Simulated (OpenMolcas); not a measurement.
Kr³⁺: Slater's ratio, worked from levels

| Property | Result |
| --- | --- |
| Program | OpenMolcas 26.06 |
| Basis | ANO-RCC-VQZP [7s6p4d2f1g] |
| Scalar Hamiltonian | DKH2, point nucleus |
| Active space | 5 electrons in 9 orbitals (RAS2 4s 4p; RAS3 4d, at most 2 electrons) |
| State averaging | 2S+1 = 4 odd, 1 root; 2S+1 = 2 odd, 11 roots; 2S+1 = 4 even, 3 roots; 2S+1 = 2 even, 9 roots |
| Spin-orbit coupling | RASSI with atomic mean-field integrals over the reference wave functions, term energies averaged over their components |

Methods: RASSCF; MS-RASPT2, IPEA 0.25 Eh, imaginary shift 0.1 Eh (closed shells correlated: 3d). Measured levels: Saloman, J. Phys. Chem. Ref. Data 36, 215 (2007).

**Slater's ratio.** With one set of orbitals, p3 has ²D° - ⁴S° = 9 F2 and ²P° - ²D° = 6 F2 (F2 = F²/25), a ratio of 2/3. Term energies are centres of gravity, weighted by 2J + 1.

```
   Source  ²D° - ⁴S°  ²P° - ⁴S°  F2 from the first  Ratio
   RASSCF      22463      36815               2496  0.639
MS-RASPT2      18664      33146               2074  0.776
 measured      18035      32623               2004  0.809
```

Energies in cm-1. A ratio away from 2/3 shows effects beyond one configuration with one set of orbitals, and in heavier atoms second-order spin-orbit shifts.

The run also gave levels led by 4s² 4p² 4d, which use shells meant for correlation; these and all levels above them are left out. Measured partners are found by configuration, term and J. A level has none where our copy of the source lacks it or the pairing is in doubt (some pairs that miss far off the trend of their configuration count as doubtful), and it then counts in no deviation. Only configurations of the active space appear.

° marks odd parity.
